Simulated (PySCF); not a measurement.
## Low-lying terms of In⁺ (indium, charge +1)

Ground state [Kr] 4d10 5s2, ¹S. All numbers are calculated (PySCF 2.14, scalar relativity through the core potential, in aug-cc-pVDZ-PP with one added diffuse shell each of s, p, d type with ECP28MDF (6s5p4d, 41 functions)). Vertical excitation energies in eV without spin-orbit coupling; excited terms of each kind are numbered among those the solver found. Frozen: 4s2 4p6.

```tsv
term	leading excitation	EOM-EE-CCSD	measured centre of gravity (NIST)
1 3P°	5s → p	5.027	5.531 (5s5p)
1 1P°	5s → p	7.791	7.816 (5s5p)
1 3S	5s → s	11.014	11.645 (5s6s)
1 1D	5s → d	11.398	n/a
1 1S	5s → s	11.399	12.030 (5s6s)
1 3D	5s → d	12.065	12.674 (5s5d)
2 3P°	5s → p	12.866	n/a
2 1P°	5s → p	13.129	n/a
2 1D	5s → d	13.761	n/a
2 3S	5s → s	14.421	n/a
2 1S	5s → s	14.508	n/a
2 3D	5s → d	14.751	n/a
```

Only the lower part of the computed list is shown. Doubly excited terms such as np² are absent. The solver can miss terms. Rydberg members are limited by the diffuse functions of the basis.
